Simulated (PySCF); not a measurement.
A side-by-side comparison of computed properties.

First species: C7H11N.
SMILES: `C=CCC(=C)/C=N/C`

Second species: C6H9FO.
Z-matrix (Å and degrees, GFN2-xTB geometry), rows numbered from 1:
```
F 
C   1  1.3713
C   2  1.5359  1  110.16
C   3  1.5309  2  112.19  1   -62.20
C   4  1.5284  3  110.83  2   -66.27
C   5  1.4989  4  109.23  3   -43.70
C   6  1.3253  5  121.72  4    16.76
O   7  1.3628  6  126.19  5     1.74
H   2  1.0944  1  107.40  3   120.06
H   2  1.0934  1  107.44  3  -121.71
H   3  1.0974  2  107.96  1    58.80
H   4  1.0917  3  107.85  2   174.13
H   4  1.0898  3  108.94  2    56.50
H   5  1.0921  4  109.76  3  -164.13
H   5  1.0946  4  110.72  3    78.21
H   6  1.0769  5  118.31  4  -161.96
H   7  1.0800  6  123.47  5  -177.29
```

Levels: PBE0/def2-SVPD for HOMO energy, LUMO energy, HOMO–LUMO gap and static isotropic polarisability; TDDFT PBE0/def2-SVPD for lowest singlet excitation; TDA PBE0/def2-SVPD for lowest triplet excitation (Tamm–Dancoff). Geometries: GFN2-xTB. Each species is one conformer at its optimised geometry, gas phase, non-relativistic unless stated; the electronic structure was computed with PySCF and density fitting.

The conformers computed, where there is a choice (atom-mapped SMILES and torsion angles):
- `[CH2:1]=[CH:2][CH2:3][C:4](=[CH2:5])/[CH:6]=[N:7]/[CH3:8]`: C1–C2–C3–C4 116°, C2–C3–C4–C5 -98°, C3–C4–C6–N7 4°

The conformers of `FC[C@@H]1CCC=CO1` aren't listed.

**Question.** Which of the two has the higher S1 energy, and by how much?

**Answer.** The second: 6.07 eV against 4.42 eV, a difference of 1.65 eV.

**Question.** Which of the two has the higher static isotropic polarisability, and by how much?

**Answer.** The first: 97.8 au against 71.8 au, a difference of 26.0 au.

**Question.** Which has the higher HOMO–LUMO gap?

**Answer.** The second: 7.21 eV against 5.93 eV, a difference of 1.28 eV.

**Question.** Which has the higher LUMO energy?

**Answer.** The second: 0.61 eV against -1.18 eV, a difference of 1.79 eV.

**Question.** Which of the two has the higher HOMO energy, and by how much?

**Answer.** The second: -6.60 eV against -7.11 eV, a difference of 0.51 eV.

**Question.** Which of the two has the higher T1 energy, and by how much?

**Answer.** The second: 4.35 eV against 3.33 eV, a difference of 1.02 eV.

On the first: The 8 singlets span 4.42 to 7.12 eV, and their oscillator strengths add up to 0.66. No computed singlet falls in the visible range (750 to 380 nm, 1.65 to 3.26 eV); S1 lies 1.16 eV above its blue end.

On the second: The 8 singlets span 6.07 to 7.83 eV, and their oscillator strengths add up to 0.25. No computed singlet falls in the visible range (750 to 380 nm, 1.65 to 3.26 eV); S1 lies 2.81 eV above its blue end.
